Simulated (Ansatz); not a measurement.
`N[BH][Al]([Cl])[Cl]` + CH₃SH → `C[S][Al]([Cl])[Cl]` + `BN` at 500 K and 1 bar (cleavage of the Al–B bond).

Gas-phase electronic energies from Ansatz, PBE0-D4/def2-TZVP geometries. CBS: MP2 limit from def2 TZ/QZ plus the TZ coupled-cluster correction, frozen cores. This one scheme is used for every species. Each species was taken in one conformer, which may not be the lowest.

| species | CCSD(T)/CBS energy (Eh) | H − E (kJ/mol) | S (J/(mol·K)) |
| --- | --- | --- | --- |
| `N[BH][Al]([Cl])[Cl]` | -1243.05355 | 160.3 | 425.6 |
| CH₃SH | -438.22835 | 145.1 | 283.7 |
| `C[S][Al]([Cl])[Cl]` | -1599.39326 | 158.5 | 452.4 |
| `BN` | -81.93499 | 148.8 | 257.4 |

H − E and S are ideal-gas, rigid-rotor, harmonic terms from PBE0-D4/def2-TZVP, for one conformer and one mirror image of each species. 1 Eh = 2625.50 kJ/mol, R = 8.31446 J/(mol·K).

Q: By hand: ΔE, ΔH, ΔS and ΔG.

A: ΔE = (-1599.39326) + (-81.93499) − (-1243.05355) − (-438.22835) = -0.04635 Eh = -121.7 kJ/mol. Δ(H − E) = 158.5 + 148.8 − 160.3 − 145.1 = 1.9, so ΔH = -119.8 kJ/mol. ΔS = 452.4 + 257.4 − 425.6 − 283.7 = 0.5 J/(mol·K). ΔG = -119.8 − 500 × (0.5)/1000 = -120.0 kJ/mol.

Q: By hand: the equilibrium constant, and the temperature at which ΔG would vanish if ΔH and ΔS stayed fixed.

A: log₁₀ K = −ΔG/(RT ln 10) = 12.5. ΔH and −TΔS have one sign here, so there is no such temperature.

The number of gas molecules stays the same, so ΔS is small and ΔH decides. A doubt of 5 kJ/mol in ΔE shifts log₁₀ K by 0.5 here. Other conformers and mirror images would add mixing entropy, several J/(mol·K) or more a flexible species. Modes under 60 cm⁻¹, often nearly free rotors, make the harmonic entropy too high. These are equilibria of isolated gas molecules and say nothing of rates. Largest T1 diagnostic: 0.012 (customary marks: 0.02 for closed shells, 0.045 for open ones).

ΔS is within the doubt of such terms, so its sign, and with it that verdict, could turn.
